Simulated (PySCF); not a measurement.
C₆H₁₄AlO₂ (SMILES CC(C)[O][Al][O]C(C)C), doublet, geometry from GFN2-xTB (such geometries of metal compounds can be far from the true shape) (the spin is typed, not shown lowest); HF/STO-3G in PySCF.

The PySCF input:
```python
from pyscf import gto, scf

mol = gto.M(
    atom='''
Al   -0.06489000    0.07302100   -0.02164304
O    -0.74167654   -0.06797055    1.48959386
C    -1.34465538   -0.24542795    2.74564705
C    -0.78590050   -1.50056456    3.41016958
C    -2.85912552   -0.33458999    2.58033630
H    -1.09825445    0.63133145    3.36187800
H    -1.01834050   -2.37111511    2.80068553
H    -1.21833972   -1.62994522    4.39941019
H     0.29471361   -1.42029144    3.50172023
H    -3.23045922    0.56210354    2.08971305
H    -3.10940379   -1.19546240    1.96417409
H    -3.34096176   -0.43557428    3.54988716
O     0.65408158    0.53404850   -1.44728820
C     1.31114141    0.86830031   -2.64279541
C     1.03030390   -0.19881636   -3.69715278
C     2.80849146    1.01122591   -2.38542695
H     0.90903608    1.83231394   -2.98664233
H     1.41972441   -1.15698343   -3.36006985
H     1.50101617    0.06744395   -4.64045946
H    -0.04219118   -0.29480770   -3.84904116
H     2.98151368    1.76371456   -1.61958686
H     3.21151133    0.06291010   -2.03652311
H     3.32323263    1.30570156   -3.29689835
''',
    basis='sto-3g',
    spin=1,
    verbose=4,
)

mf = scf.UHF(mol)
mf.kernel()
```

Question: Predict the main parts of the log of this PySCF run.

Answer: 
```
PySCF version 2.14.0

[INPUT] verbose = 4
[INPUT] num. atoms = 23
[INPUT] num. electrons = 79
[INPUT] charge = 0
[INPUT] spin (= nelec alpha-beta = 2S) = 1
[INPUT] symmetry False subgroup None
[INPUT] Mole.unit = angstrom
[INPUT] Symbol           X                Y                Z      unit          X                Y                Z       unit  Magmom
[...]
nuclear repulsion = 508.152544416234
number of shells = 43
number of NR pGTOs = 189
number of NR cGTOs = 63
basis = sto-3g
ecp = {}

******** <class 'pyscf.scf.uhf.UHF'> ********
method = UHF
initial guess = minao
damping factor = 0
level_shift factor = 0
DIIS = <class 'pyscf.scf.diis.CDIIS'>
diis_start_cycle = 1
diis_space = 8
diis_damp = 0
SCF conv_tol = 1e-09
SCF conv_tol_grad = None
SCF max_cycles = 50
direct_scf = True
direct_scf_tol = 1e-13
number electrons alpha = 40  beta = 39
Set gradient conv threshold to 3.16228e-05
init E= -620.574167833011

cycle= 1 E= -619.036842488039  delta_E= 1.54  |g|= 0.518  |ddm|= 4.13
cycle= 2 E= -619.223231165599  delta_E= -0.186  |g|= 0.164  |ddm|= 0.934
cycle= 3 E= -619.24233578108  delta_E= -0.0191  |g|= 0.0348  |ddm|= 0.251
cycle= 4 E= -619.244178014007  delta_E= -0.00184  |g|= 0.0108  |ddm|= 0.108
cycle= 5 E= -619.24454228743  delta_E= -0.000364  |g|= 0.00613  |ddm|= 0.0551
cycle= 6 E= -619.244724566039  delta_E= -0.000182  |g|= 0.00241  |ddm|= 0.0561
cycle= 7 E= -619.244754593137  delta_E= -3e-05  |g|= 0.000792  |ddm|= 0.0263
cycle= 8 E= -619.244757374992  delta_E= -2.78e-06  |g|= 0.000333  |ddm|= 0.00768
cycle= 9 E= -619.244757782893  delta_E= -4.08e-07  |g|= 7.95e-05  |ddm|= 0.0029
cycle= 10 E= -619.244757798607  delta_E= -1.57e-08  |g|= 2.99e-05  |ddm|= 0.000453
cycle= 11 E= -619.244757800287  delta_E= -1.68e-09  |g|= 1.54e-05  |ddm|= 0.000104
cycle= 12 E= -619.244757800802  delta_E= -5.14e-10  |g|= 6.42e-06  |ddm|= 6.02e-05
Extra cycle  E= -619.244757800858  delta_E= -5.64e-11  |g|= 4.21e-06  |ddm|= 1.26e-05
converged SCF energy = -619.244757800858  <S^2> = 0.75991059  2S+1 = 2.0098862
```
